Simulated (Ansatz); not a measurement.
The cluster Mg5⁻ (the lowest doublet isomer of a short search) was relaxed with B3LYP (def2-SVPD) in Ansatz in these states: charge -1 doublet, charge -1 quartet. The geometries follow in no particular order.

A:

Cartesian coordinates in Å:
```
Mg 0.729 -2.056 3.096
Mg 0.726 1.698 -2.796
Mg 1.352 -0.029 -0.234
Mg -1.129 -0.618 1.183
Mg -1.678 1.006 -1.249
```

B:

Cartesian coordinates in Å:
```
Mg 0.423 0.681 3.339
Mg -2.542 -0.016 -2.308
Mg -0.824 0.263 0.400
Mg 2.268 -0.232 0.774
Mg 0.675 -0.696 -2.204
```

Judge from the bond lengths which geometry belongs to which state (an estimate).

A is the charge -1 quartet (Mg1–Mg3 3.947 Å, Mg2–Mg5 2.942 Å, Mg1–Mg4 3.029 Å); B is the charge -1 doublet (Mg1–Mg3 3.219 Å, Mg2–Mg5 3.290 Å, Mg1–Mg4 3.289 Å).

At B3LYP/def2-SVPD the highest occupied level of the charge -1 quartet lies above zero (up to 0.09 eV). The electron is either unbound and held by the finite basis, or the level is raised by self-interaction error. At PBE0/def2-TZVPD a doublet lies 0.62 eV below the charge -1 quartet. These are the stationary points nearest to one start from a short search; other shapes may lie lower in each state.
